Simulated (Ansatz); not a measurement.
FH₃SSiSn, SMILES `F[SiH]1[S][SnH2]1`, relaxed with RKS PBE-D4/def2-SVP in Ansatz 0.2.0 from a rough embedded geometry. The force threshold is 0.03 eV/Å; the program also tests the step.

Total charge 0; spin multiplicity 1. Sn takes the def2 core potential.

Start:

```xyz
7

F     0.819   -2.234   -0.681
Si    0.516   -1.010    0.447
S     1.678    0.777    0.110
Sn   -0.769    0.942   -0.374
H     0.340   -1.384    1.872
H    -0.995    1.003   -2.161
H    -1.590    1.906    0.787
```

| step | energy (eV) | largest force (eV/Å) | largest move (Å) |
| --- | --- | --- | --- |
| 1 | -27292.3519 | 1.332 | 0.000 |
| 2 | -27292.6057 | 0.931 | 0.195 |
| 3 | -27292.6656 | 0.813 | 0.079 |
| 4 | -27292.6887 | 0.354 | 0.094 |
| 5 | -27292.7036 | 0.216 | 0.040 |
| 6 | -27292.7063 | 0.070 | 0.032 |
| 7 | -27292.7067 | 0.020 | 0.008 |

End:

```xyz
7

F     0.861   -2.278   -0.539
Si    0.586   -1.007    0.460
S     1.639    0.770    0.123
Sn   -0.932    0.808   -0.388
H     0.460   -1.591    1.834
H    -1.038    1.206   -2.067
H    -1.576    2.093    0.576
```

Hardware: 2 threads of an Intel Xeon 6975P-C on a shared host. Wall time 12 s, peak host memory 0.17 GiB.
